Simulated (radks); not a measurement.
The numbers below are computed, except where a source is named.
Removal energies from the indium ion In13+, [Kr], by Delta-SCF beside the eigenvalue of the level emptied. Code: a radial shooting solver on a logarithmic mesh with Libxc functionals. Model: Dirac Kohn-Sham, relativistic LDA (MacDonald-Vosko exchange, VWN5 correlation), spin-unpolarised, spherical densities, finite nucleus; Fermi nuclear charge, rms radius of each element as measured or else 0.836 A^(1/3) + 0.57 fm. Sub-shells are occupied by j as written (lower j first in brackets).

| removed from | final configuration | Delta-SCF (eV) | -eigenvalue (eV) |
|---|---|---|---|
| 4p3/2 | [Ar] 3d10 4s2 4p(1/2: 2, 3/2: 3) | 342.50 | 328.96 |
| 4p1/2 | [Ar] 3d10 4s2 4p(1/2: 1, 3/2: 4) | 351.46 | 337.63 |
| 4s1/2 | [Ar] 3d10 4s1 4p6 | 391.31 | 377.12 |
| 3d5/2 | [Ar] 3d(3/2: 4, 5/2: 5) 4s2 4p6 | 746.98 | 716.67 |
